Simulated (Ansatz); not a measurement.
Consider the hydrogenolysis of the In–C bond: `[CH3][In]([CH3])[O][SiH3]` + H₂ → `[CH3][InH][O][SiH3]` + CH₄.

Gas-phase electronic energies from Ansatz, PBE0-D4/def2-TZVP geometries. CCSD(T)/CBS adds triple-zeta CCSD(T) − MP2 to the extrapolated MP2 energy (def2 sets, frozen cores). This one scheme is used for every species. DFT in def2-TZVPP. Elements past krypton have def2 core potentials. For In outer-core shells are correlated without core-valence functions, which leaves a few kJ/mol of doubt a bond. One conformer a species, not always the lowest.

`[CH3][In]([CH3])[O][SiH3]`:

Z-matrix (Å, degrees):
```
C
In 1 2.131
H 1 1.091 2 110.3
H 1 1.091 2 110.9 3 -120.0
H 1 1.089 2 108.2 3 119.6
C 2 2.135 1 142.3 3 66.7
O 2 2.016 1 107.5 3 -113.7
H 6 1.089 2 112.0 1 -16.0
H 6 1.090 2 108.9 1 -137.6
H 6 1.092 2 108.9 1 104.6
Si 7 1.616 2 139.0 1 177.9
H 11 1.493 7 111.5 2 112.3
H 11 1.498 7 112.2 2 -7.7
H 11 1.492 7 111.2 2 -127.6
```

H₂:

Z-matrix (Å, degrees):
```
H
H 1 0.746
```

`[CH3][InH][O][SiH3]`:

Cartesian coordinates in Å:
```
C 1.423 -0.750 1.234
In 1.192 1.069 0.144
O -0.545 1.082 -0.857
Si -1.790 0.075 -1.098
H 1.225 -1.588 0.565
H 0.683 -0.774 2.037
H 2.419 -0.848 1.662
H 2.017 2.532 -0.145
H -2.414 0.320 -2.429
H -2.847 0.244 -0.057
H -1.365 -1.361 -1.056
```

CH₄:

```xyz
5

C     0.000    0.000    0.000
H     0.809   -0.636   -0.357
H     0.413    0.812    0.597
H    -0.683   -0.589    0.611
H    -0.540    0.414   -0.851
```

```
                    species  ωB97M-V energy (Eh)
`[CH3][In]([CH3])[O][SiH3]`           -636.45179
                         H₂             -1.16132
      `[CH3][InH][O][SiH3]`           -597.13626
                        CH₄            -40.49280
```

Q: Work out ΔE.

A: ΔE = (-597.13626) + (-40.49280) − (-636.45179) − (-1.16132) = -0.01595 Eh = -41.9 kJ/mol. CCSD(T)/CBS gives -34.1 kJ/mol.

Largest T1 diagnostic among the species: 0.014.

At CCSD(T), def2-SVP lies −16.7 kJ/mol from the extrapolated value and def2-TZVPP −3.0 kJ/mol. In def2-TZVPP, CCSD(T) changes the Hartree–Fock value by +28.9 kJ/mol (the triples alone add +5.1 kJ/mol) and MP2 by +37.3 kJ/mol. From PBE to PBE0 (25 % exact exchange), in def2-TZVPP and without D4, ΔE moves by −4.4 kJ/mol.
